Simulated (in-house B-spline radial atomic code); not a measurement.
Atomic self-consistent-field run: the praseodymium ion Pr²⁺. Computed with a radial B-spline atomic code at the basis-set limit: Dirac-Kohn-Sham LDA VWN5, spherical fractional occupations, Fermi nucleus of rms radius 4.8919 fm, inside a hard spherical wall at 5.92 bohr.

Command:
```bash
python run_scf.py task.json out
```
Settings (nuclear radius in fm, mass in u):
```
Z                59
configuration    [Xe] 4f3
hamiltonian      dirac
method           lda,vwn
spin_polarised   False
nucleus          fermi
rms_radius       4.8919
atomic_mass      140.90766
speed_of_light   137.035999084
wall_radius      5.92
```

Output (hartree, bohr):
```
 radial grid: 63 intervals, B-splines of order 8, outer radius 5.92 bohr

 iter        energy (Eh)    residual
    1       -9221.878934    5.14e-01
    2       -9224.112814    6.13e-01
    3       -9234.552876    8.68e-02
    4       -9234.793788    2.79e-02
    5       -9234.812805    1.53e-02
    6       -9234.816630    2.57e-03
    7       -9234.816858    1.48e-03
    8       -9234.816935    3.31e-05
    9       -9234.816935    3.50e-06
   10       -9234.816935    8.07e-08

 total energy                     -9234.81693
 kinetic                            9929.4574
 electron-nucleus                 -22513.4167
 Hartree                            3558.7472
 exchange-correlation               -209.6048

 first-order corrections (not in the total)
   Gaunt                             8.7519
   retardation                      -0.9154
   frequency dependence             -0.1013
   self-energy                       6.0277
   Uehling                          -0.9021
   Wichmann-Kroll                    0.0249

 orbital      occ     eigenvalue          <r>       <r^2>       <1/r>     <1/r^3>       r_max    small
 1s1/2      2.000     -1534.0982    0.0241132 0.000790815     64.6277           -     0.01543  4.77e-02
 2s1/2      2.000      -247.1280     0.102651   0.0124916     15.2675           -     0.08748  1.04e-02
 2p1/2      2.000      -233.7064      0.08608  0.00913765     15.2574           -     0.06651  1.04e-02
 2p3/2      4.000      -216.0068    0.0923867   0.0103937      13.767     7504.05     0.07187  9.79e-03
 3s1/2      2.000       -53.6576     0.272352   0.0848853     5.51798           -      0.2496  3.20e-03
 3p1/2      2.000       -47.9332     0.261934   0.0797583     5.43578           -      0.2362  3.15e-03
 3p3/2      4.000       -44.4283     0.274275   0.0872262     5.06226     1527.65      0.2478  2.97e-03
 3d3/2      4.000       -34.3961     0.245336   0.0710187     4.93295     251.828      0.1985  2.85e-03
 3d5/2      6.000       -33.6397     0.249197     0.07313     4.83847     228.193      0.2017  2.80e-03
 4s1/2      2.000       -11.0198     0.622893     0.43824     2.29263           -      0.5794  9.95e-04
 4p1/2      2.000        -8.8777     0.640496    0.467101     2.18837           -      0.5875  9.27e-04
 4p3/2      4.000        -8.1184     0.668806    0.509034      2.0628     331.674      0.6127  8.65e-04
 4d3/2      4.000        -4.5944     0.722241    0.606028     1.84125     45.2748      0.6312  7.15e-04
 4d5/2      6.000        -4.4613     0.732415    0.623095     1.81015     40.5721      0.6395  6.99e-04
 5s1/2      2.000        -1.9059      1.50413     2.54414    0.884566           -       1.351  2.13e-04
 5p1/2      2.000        -1.3318      1.69256     3.24409    0.777451           -       1.482  1.68e-04
 5p3/2      4.000        -1.2264      1.77794     3.57765    0.733861     45.5749       1.555  1.53e-04
 4f5/2      1.286        -0.5230       1.1261     1.70092      1.2077     4.43715      0.6902  3.43e-04
 4f7/2      1.714        -0.5101      1.14119     1.74923     1.19401     4.29387      0.6957  3.37e-04
```

Run time, properties included: 0.72 s on 1 thread of Arm Neoverse V2, on a shared host.

For the Dirac Hamiltonian the kinetic term is c α·p + (β - 1)c².
